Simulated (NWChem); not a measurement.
System: CsI cation, doublet; SMILES of the neutral closed-shell parent [I][Cs]

```xyz
2

Cs     0.0000     0.0000    -1.9802
I      0.0000     0.0000     2.0492
```
Atoms are numbered in this order, from 1.

Level: PBE0-D3(BJ)/def2-TZVP with def2 effective core potentials on I, Cs, spin-unrestricted (NWChem), optimised geometry, unscaled harmonic frequencies. The state is orbitally degenerate and is run as one real component. This spin state was assumed; another may lie lower. def2 effective core potentials on I, Cs; no spin-orbit coupling.

```csv
frequency (cm⁻¹),IR intensity (km/mol)
39,5.9
```

| Item | Value |
|---|---|
| zero-point energy | 0.1 kcal/mol |
| thermal correction to the enthalpy at 298.15 K (with zero-point energy) | 2.7 kcal/mol |
| heat capacity Cv | 6.9 cal/(mol K) |

Rigid rotor and harmonic oscillator; modes under 100 cm⁻¹ make the entropy uncertain.
